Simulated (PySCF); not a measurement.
**Ionising Cs2**

PBE0; basis Cs def2-SVPD with ECP46; scalar-relativistic core potentials; PySCF 2.14. Neutral (UKS): singlet (closed shell), Re = 4.769 Å, ωe = 40.5 cm⁻¹, De = 0.40 eV, HOMO -2.61 eV, LUMO -1.17 eV.

Cs₂⁺ (UKS): doublet (σ ↑), Re = 5.486 Å, ωe = 27.8 cm⁻¹, De = 0.71 eV to Cs⁺ + Cs. The energies at the minima are -40.29460 hartree for Cs2 and -40.16277 for Cs₂⁺.

(1) Work out the adiabatic ionisation energy, without and with harmonic zero-point energies (1 hartree = 27.2114 eV, 1 eV = 8065.5 cm⁻¹), and the change of the bond length.

Cs₂⁻ (UKS): doublet (σ ↑), Re = 5.335 Å, ωe = 25.3 cm⁻¹, De = 0.50 eV to Cs + Cs⁻. The energies at the minima are -40.29460 hartree for Cs2 and -40.31443 for Cs₂⁻.

(2) Work out the adiabatic electron affinity, without and with harmonic zero-point energies (1 hartree = 27.2114 eV, 1 eV = 8065.5 cm⁻¹), and the change of the bond length.

Closed-shell solutions of metal pairs were not tested for spin polarisation, which can lower them a little. Weak bonds: Cs2, Cs₂⁻. Basis-set superposition, not corrected here, can be much of De in a small basis, most of all at correlated wavefunction levels. Spin–orbit coupling is left out. The highest Kohn–Sham level is positive in this anion. Much of that is self-interaction error, but it also means that the finite basis helps to hold the extra electron. States were picked by a PBE0 search and need not be the measured ground states.

Results:

(1) At PBE0: 0.13183 hartree = 3.587 eV between the minima; the zero-point term (27.8 − 40.5)/2 cm⁻¹ = -0.001 eV makes it 3.586 eV. Re changes by +71.7 pm against the neutral. Minus the HOMO energy is 2.61 eV, -0.98 eV from the value between the minima; self-interaction puts the Kohn–Sham level too high, less so with exact exchange. The electron leaves a σ orbital, and the longer bond of the ion fits a bonding orbital, or a change in how ionic the bond is.

(2) At PBE0: 0.01983 hartree = 0.540 eV between the minima; the zero-point term (40.5 − 25.3)/2 cm⁻¹ = +0.001 eV makes it 0.541 eV. Re changes by +56.6 pm against the neutral. The electron enters a σ orbital, and the ion is left as a loose complex of an ion and an atom.
